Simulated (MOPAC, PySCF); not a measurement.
H₃In, SMILES `[InH3]`, neutral singlet in the gas phase. 

Cartesian coordinates (Å):
```xyz
4

In     0.0000     0.0000     0.0000
H     -1.4834    -0.8733     0.0190
H     -0.0148     1.7207    -0.0516
H      1.4982    -0.8473     0.0327
```
Charge 0, multiplicity 1.

All levels are single points at this geometry (r2SCAN-D4/def2-TZVP); Pople sets use spherical d functions. Orbital energies aren't observables, and empty levels follow the basis.

SVWN5/6-31G* (LANL2DZ on In) in PySCF gives dipole (D) = 0.00.

Estimate the dipole (D) from each of these levels: PBE-D3(BJ)/def2-TZVP in PySCF; r2SCAN-D4/def2-TZVP in PySCF; B3LYP/LANL2DZ in PySCF; M06-2X/6-31G* (LANL2DZ on In) in PySCF; PBE/6-31G* (LANL2DZ on In) in PySCF; AM1 in MOPAC; PM6 in MOPAC; PM7 in MOPAC.


| level | dipole (D) |
|---|---|
| PBE-D3(BJ)/def2-TZVP in PySCF | 0.00 |
| r2SCAN-D4/def2-TZVP in PySCF | 0.00 |
| B3LYP/LANL2DZ in PySCF | 0.00 |
| M06-2X/6-31G* (LANL2DZ on In) in PySCF | 0.00 |
| PBE/6-31G* (LANL2DZ on In) in PySCF | 0.00 |
| AM1 in MOPAC | 0.00 |
| PM6 in MOPAC | 0.00 |
| PM7 in MOPAC | 0.00 |
